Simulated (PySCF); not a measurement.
All values below come from PBE0-D3(BJ)/def2-TZVP run with PySCF. Isolated molecules, 0 K electronic values unless said otherwise. One relaxed conformer stands for a flexible species; it need not be the lowest. Excitations are Tamm–Dancoff values on a coarser integration grid. The basis has no diffuse functions, so Rydberg states are missing or too high.

Reference species (SMILES): `C=[SiH]OC` (C–Si–O–C torsion 0°) (neutral, multiplicity 1).

The HOMO is -6.14 eV and the T1 excitation (TDA) comes out as 3.22 eV.

Changed species: `C([SiH]=C)=O` (C–Si–C–O torsion 0°) (X = formyl; the reference has X = methoxy).

Problem. What does the change do to the HOMO and T1 excitation (TDA)?

Solution. the HOMO drops by 0.77 eV, to -6.91 eV; the T1 excitation (TDA) falls by 1.28 eV, to 1.94 eV.
